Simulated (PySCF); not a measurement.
PySCF input for C3H10OSi2, SMILES C[Si@@H]1C[SiH2]CO1, PBE0/pcSseg-1. The structure is a stationary point at PBE-D3(BJ)/def2-SVP. The structure was generated by enumeration; whether it is a known compound was not checked. The values are those of a single conformer.

```python
import numpy as np
from pyscf import gto, scf, dft
from pyscf.prop.nmr import rks as nmr

mol = gto.M(
    atom='''
    C     2.65245073   -0.28960112   -0.18933835
    Si    0.91460323   -0.50636274    0.47651325
    C    -0.35921460   -1.18489474   -0.76199815
    Si   -1.70173936    0.16497805   -0.75837243
    C    -1.12202962    1.18991055    0.77193521
    O     0.30016459    1.04020838    0.84182445
    H     3.12001243   -1.27514110   -0.39017715
    H     3.28776016    0.24811442    0.54312675
    H     2.64157872    0.29374205   -1.13191734
    H     0.93088338   -1.36239024    1.72020659
    H     0.07936837   -1.31629466   -1.77187388
    H    -0.76845649   -2.16307467   -0.43757554
    H    -3.10533343   -0.36675332   -0.62481799
    H    -1.61606407    1.00360274   -2.00596681
    H    -1.61662754    0.83282857    1.70801417
    H    -1.36177154    2.27059667    0.67882182
    ''',
    basis='pcSseg-1',
    charge=0,
    spin=0,
    max_memory=1600,
    verbose=3,
)
mf = dft.RKS(mol, xc='pbe0').density_fit(auxbasis='def2-universal-jkfit')
mf.grids.level = 3
mf.conv_tol = 1e-10
mf.max_cycle = 100
mf.kernel()
n = nmr.NMR(mf)
n.verbose = 2
n.max_cycle_cphf = 60
sigma = n.kernel()
print('atom   isotropic/ppm   span/ppm')
for i, s in enumerate(sigma):
    w = np.linalg.eigvalsh((s + s.T) / 2)
    print(f'{mol.atom_symbol(i):2s}{i + 1:3d} {w.mean():14.3f} {w[2] - w[0]:11.3f}')
```

Output:

```
converged SCF energy = -774.080485552814
atom   isotropic/ppm   span/ppm
C   1        183.149      13.759
Si  2        324.916     139.599
C   3        192.909      21.787
Si  4        385.350     100.990
C   5        126.921      98.197
O   6        290.972     123.639
H   7         30.961      11.251
H   8         30.332      11.733
H   9         30.740      10.188
H  10         26.227       8.318
H  11         31.027      12.780
H  12         30.880      13.639
H  13         26.745       9.092
H  14         26.997       9.415
H  15         27.557      11.801
H  16         27.017      10.480
```

The calculation finished and met its thresholds.
